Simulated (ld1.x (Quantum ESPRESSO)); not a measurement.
# Zn: one change to an ultrasoft potential, before and after

zinc, ultrasoft, made with ld1.x (Quantum ESPRESSO) 7.5 (PBEsol, fully relativistic). Core [Ne] 3s2, reference 3p6 3d10 4s2 4p0. Waves: 4s (bound): rcut 1.65, rcutus 1.75 bohr; 4s channel at 3.4 Ry: rcut 1.65, rcutus 1.75 bohr; 3p (bound): rcut 1.00, rcutus 1.10 bohr; 4p (bound, empty): rcut 1.00, rcutus 1.10 bohr; 3d (bound): rcut 1.15, rcutus 1.40 bohr; 3d channel at 2.1 Ry: rcut 1.15, rcutus 1.40 bohr. Local part: all-electron potential smoothed inside 1.65 bohr (lloc = -1). Core correction: a·sin(br)/r model core, default radius (core density twice the valence density). Augmentation charge: PSQ, radius 1.05 bohr.

Open shells are filled in proportion to 2j + 1 (rel_dist='average').

All-electron outer shells of the reference configuration (PBEsol, scalar-relativistic, ld1.x):

| shell | level (eV) | outermost node (bohr) | outermost maximum (bohr) |
| --- | --- | --- | --- |
| 2p | -1003.46 | – | 0.15 |
| 3s | -128.92 | 0.28 | 0.59 |
| 3p | -83.26 | 0.25 | 0.59 |
| 3d | -10.17 | – | 0.56 |
| 4s | -6.00 | 0.85 | 2.09 |
| 4p | -1.07 | 0.92 | 3.04 |

Change: all radii but the core radius scaled by about 1.37 (s 2.40, p 1.52, d 1.92 bohr, rcut 2.28/1.38/1.58); local potential all-electron potential smoothed inside 2.28 bohr (lloc = -1); augmentation PSQ, radius 1.44 bohr.

Cutoffs: the cutoffs (Ry, on a coarse ladder) from which the occupation-weighted sum of valence levels, in a spherical-Bessel basis at the reference potential, stays within 10 and 1 mRy of its value at 400 Ry; they do not see the model core or the augmentation charge, which bear on the density cutoff. Errors are all-electron minus pseudo energies relative to the spin-unpolarised reference configuration.

What does the change do?

The potential gets softer (90 Ry and 140 Ry → 40 Ry and 70 Ry); the number of tests that count goes from 6 to 0 (the test run of the changed file stopped, so its transferability is not established); neither file shows a bound ghost at the reference potential, the only one tested. A larger radius leaves more room for a smooth pseudo-wave, so fewer plane waves are needed.

```tsv
quantity	base	changed
cutoff, loose	90 Ry	40 Ry
cutoff, tight	140 Ry	70 Ry
loose cutoff by channel (10 mRy a level)	s 8 Ry, p 60 Ry, d 45 Ry	s 6 Ry, p 30 Ry, d 25 Ry
bound ghosts	none	none
tests counted (converged, no solver errors)	6 of 7	0 of 7 (the test run stopped)
lowest overlap eigenvalue by channel	s 0.52, p1/2 0.16, p3/2 0.18, d3/2 0.18, d5/2 0.18	s 0.69, p1/2 0.61, p3/2 0.08, d3/2 0.91, d5/2 0.91
```

Base: Tests not counted: 3p6 3d9 4s0 4p0 (solver errors, printed error -3542 eV).
